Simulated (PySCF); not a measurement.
Iodine: highly charged ions in a basis for the neutral atom

I¹⁰⁺ [Kr] 4d7, I¹¹⁺ [Kr] 4d6. Calculation: PySCF 2.14, in def2-SVP with the def2 core potential (28 electrons) (4s4p2d, 26 functions); scalar relativity through the core potential. No spin-orbit coupling, so a gap to NIST mixes the basis error with missing relativistic terms.

Changed run: basis of the neutral atom used for a highly charged ion. This setting is unsound on purpose.

| species | method | sound run (hartree) | changed run (hartree) | converged |
| --- | --- | --- | --- | --- |
| I¹⁰⁺ | UHF | not run | -266.05547 | yes |
| I¹⁰⁺ | TPSS | not run | -266.60562 | yes |
| I¹⁰⁺ | M06-2X | not run | -266.57078 | yes |
| I¹¹⁺ | UHF | not run | -257.71968 | yes |
| I¹¹⁺ | TPSS | not run | -258.21897 | yes |
| I¹¹⁺ | M06-2X | not run | -258.17536 | yes |

Ionisation energy of I¹⁰⁺:

```json
{"method": "UHF", "changed run (eV)": "226.83", "NIST (eV)": "220.9 ± 2.4"}
{"method": "TPSS", "changed run (eV)": "228.21", "NIST (eV)": "220.9 ± 2.4"}
{"method": "M06-2X", "changed run (eV)": "228.45", "NIST (eV)": "220.9 ± 2.4"}
```

The contracted functions were made for the neutral atom and can be too rigid for a highly charged ion.
